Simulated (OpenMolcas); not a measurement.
## neutral boron: effect of the IPEA shift

```
Program             : OpenMolcas
Basis               : ANO-RCC-VQZP [5s4p3d2f1g]
Scalar Hamiltonian  : DKH2, point nucleus
Active space        : 1 electron in 9 orbitals (RAS2 2p; RAS3 3s 3d, at most 1 electron)
State averaging     : 2S+1 = 2 odd, 3 roots; 2S+1 = 2 even, 1 root
Spin-orbit coupling : RASSI with atomic mean-field integrals over the reference wave functions, term energies averaged over their components
```

Methods on the same reference wave functions:
A. RASSCF
B. SS-RASPT2, IPEA 0 Eh, imaginary shift 0.1 Eh (closed shells correlated: 1s 2s)
C. SS-RASPT2, IPEA 0.25 Eh, imaginary shift 0.1 Eh (closed shells correlated: 1s 2s)

Energies in eV above 2s2 2p 2P* 1/2, the measured ground level; measured values from NIST Handbook of Basic Atomic Spectroscopic Data.

```json
{"Level": "2s2 2p 2P* 1/2", "A": "0.0000", "B": "0.0000", "C": "0.0000", "Measured": "0.0000"}
{"Level": "2s2 2p 2P* 3/2", "A": "0.0018", "B": "0.0018", "C": "0.0018", "Measured": "0.0019"}
{"Level": "2s2 3s 2S 1/2", "A": "6.4581", "B": "6.574", "C": "6.531", "Measured": "4.9643"}
```

Deviations, from unrounded energies. A percentage is the sum of absolute deviations over the sum of measured energies, with the sign that they share, or ± where signs differ.

```
                  Against measurement  Levels      A      B      C
       mean absolute deviation (cm-1)       2   6000   6500   6300
fine structure of the ground term (%)       1   -4.0   -4.0   -4.0
             other configurations (%)       1  +30.1  +32.4  +31.6
```

A, C lie about equally close to measurement and B furthest from it. The largest miss of A in the table is 2s2 3s 2S 1/2, by +12000 cm-1. The ranking rests on the paired levels alone, and a cruder setting can come out closer through cancelling errors.

Between B and C the level of the table that moves most is 2s2 3s 2S 1/2, by 340 cm-1 (lowest in C, highest in B).

The lowest spin-free term lies below A's lowest term by 0.092 hartree in B, 0.089 hartree in C.

ANO sets are built for valence states and can reach diffuse excited orbitals poorly. No level of 2s2 3d was computed, though it lies in the active space. With one active electron the reference holds no correlation, so core polarisation is missing (holds for A). With one active electron, CASPT2 adds the correlation within the correlated inactive shells and between them and that electron, and leaves the splitting within a term as the reference gives it (holds for B; C). Measured partners are found by configuration, term and J. A level has none where our copy of the source lacks it or the pairing is in doubt (some pairs that miss far off the trend of their configuration count as doubtful), and it then counts in no deviation. Only configurations of the active space appear.

* marks odd parity.
